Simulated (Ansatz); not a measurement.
Program: Ansatz. Geometries: PBE0-D4/def2-TZVP. ΔE: electronic, gas phase. CCSD(T)/CBS is the MP2 limit (def2-TZVPP, def2-QZVPP) plus CCSD(T) − MP2 in def2-TZVPP, frozen cores. This one scheme is used for every species. DFT in def2-TZVPP. One conformer a species, not always the lowest.

Reaction (ligand exchange at the Al–O bond): `C[O][Al]([NH2])[NH2]` + H₂S → `[NH2][Al]([NH2])[SH]` + CH₃OH

```tsv
species	revPBE-D4 energy (Eh)
`C[O][Al]([NH2])[NH2]`	-469.59718
H₂S	-399.33581
`[NH2][Al]([NH2])[SH]`	-753.18691
CH₃OH	-115.74268
```

**Question.** Work out ΔE.

**Answer.** ΔE = (-753.18691) + (-115.74268) − (-469.59718) − (-399.33581) = 0.00340 Eh = +8.9 kJ/mol. CCSD(T)/CBS gives +15.7 kJ/mol.

**Question.** What do rigid-rotor, harmonic-oscillator terms from PBE0-D4/def2-TZVP frequencies (298.15 K, 1 bar) make of the CCSD(T)/CBS value? (Estimate.)

**Answer.** Ansatz gave: ΔZPE = +9.8 kJ/mol, ΔH = +23.3 kJ/mol, ΔS = -4 J/(mol·K), ΔG = +24.4 kJ/mol. Modes under 50 cm⁻¹ make the entropy rough.

Largest T1 diagnostic among the species: 0.010.

In def2-TZVPP, CCSD(T) changes the Hartree–Fock value by −4.7 kJ/mol (the triples alone add −1.9 kJ/mol) and MP2 by −6.1 kJ/mol. Leaving LDA and LC-ωPBE aside and taking each functional with its dispersion term where it has one, the values, not all of them listed here, spread over 16.7 kJ/mol, from HSE06-D4 to CAM-B3LYP-D4. LDA lies +4.9 kJ/mol from PBE without D4. At CCSD(T), def2-SVP lies +9.4 kJ/mol from the extrapolated value and def2-TZVPP +2.5 kJ/mol.
